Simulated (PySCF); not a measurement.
C₆H₄F₂, SMILES C#C[C@H](F)C=C=CF. Geometry optimised at PBE-D3(BJ)/def2-SVP. The structure was generated by enumeration; whether it is a known compound was not checked. The values are those of a single conformer.

Computed equilibrium geometry at PBE-D3(BJ)/def2-SVP (PySCF confirms it by a frequency run) as bond lengths and angles (one conformer of several):
Atoms: C1 C2 C3 F4 C5 C6 C7 F8 H9 H10 H11 H12. Bond lengths (Å): C1–C2 1.222, C1–H9 1.081, C2–C3 1.468, C3–F4 1.385, C3–C5 1.522, C3–H10 1.118, C5–C6 1.316, C5–H11 1.107, C6–C7 1.318, C7–F8 1.348, C7–H12 1.104. Angles (°): C2–C1–H9 179.6, C1–C2–C3 179.0, C2–C3–F4 110.8, C2–C3–C5 110.9, C2–C3–H10 108.5, F4–C3–C5 110.7, F4–C3–H10 107.6, C5–C3–H10 108.2, C3–C5–C6 123.5, C3–C5–H11 115.0, C6–C5–H11 121.5, C5–C6–C7 177.9, C6–C7–F8 123.5, C6–C7–H12 123.5, F8–C7–H12 112.9.
Charge 0, spin multiplicity 1.
